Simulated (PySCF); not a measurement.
Two-dimensional NMR puzzle

Compound of formula C7H11F. Correlations simulated from computed shifts and the bond graph:

HSQC (one-bond C–H):
```
  δH     δC
6.21  115.1
6.03  115.1
5.05   73.0
1.55   32.2
1.20   34.1
1.17   24.8
1.16   24.5
```

COSY cross peaks (H two or three bonds apart, from the bond graph; peaks can be absent where the dihedral angle is near 90°):
```
  δH    δH
6.21  6.03
5.05  1.20
1.55  1.20
1.55  1.17
1.55  1.16
```

HMBC (two and three bonds, from the bond graph):
```
  δH                                    δC
6.21                     144.5, 73.0, 34.1
6.03                     144.5, 73.0, 34.1
5.05              144.5, 115.1, 34.1, 32.2
1.55         144.5, 73.0, 34.1, 24.8, 24.5
1.20  144.5, 115.1, 73.0, 32.2, 24.8, 24.5
1.17                      34.1, 32.2, 24.5
1.16                      34.1, 32.2, 24.8
```

Carbons without hydrogens: δ 144.5.

[PySCF 2.14: shieldings: GIAO PBE0/pcSseg-1; coordinates at the GFN2-xTB level; no solvent; averaged over atoms made equivalent by symmetry, fast rotation or ring inversion; one computed conformer; non-relativistic]

Referencing at the same level of theory: 1H (31.72 ppm) and 13C (186.93 ppm) vs TMS.

Exchangeable hydrogens are left out of these lists.

**Question.** Work out the connectivity.

**Answer.** `InChI=1S/C7H11F/c1-4(2)6-5(3)7(6)8/h4,6-7H,3H2,1-2H3/t6-,7+/m0/s1`.

Atom-mapped SMILES (the numbers label the heavy atoms): `[CH2:1]=[C:2]1[C@@H:3]([F:4])[C@H:5]1[CH:6]([CH3:7])[CH3:8]` (H(Xn): hydrogen on atom n). Ha(C1) is cis to C3; Hb(C1) is trans to C3.

δC 144.5 is C2, a fully substituted alkene carbon. δC 115.1 is C1, a terminal =CH2 carbon (δH 6.03, 6.21). δC 73.0 is C3, a three-membered-ring carbon (δH 5.05). δC 34.1 is C5, a three-membered-ring carbon (δH 1.20). δC 32.2 is C6, an sp3 CH (δH 1.55). δC 24.8 is C7, a methyl carbon (δH 1.17). δC 24.5 is C8, a methyl carbon (δH 1.16). HMBC from δH 6.21 reaches the proton-free carbon C2. HMBC from δH 6.03 reaches the proton-free carbon C2. HMBC from δH 5.05 reaches the proton-free carbon C2. HMBC from δH 1.55 reaches the proton-free carbon C2. COSY links 6.21–6.03, 5.05–1.20, 1.55–1.20, 1.55–1.17, 1.55–1.16.

This is the structure that produced the data.

Shifts are as computed. Against solution values, carbons near 30 ppm lie about +3 ppm off and those near 130 ppm about +5 ppm. Of 1211 compounds with measured shifts, 218 miss one by over three times the rms of a fit or turn the order of signals round; such compounds aren't used in these exercises.
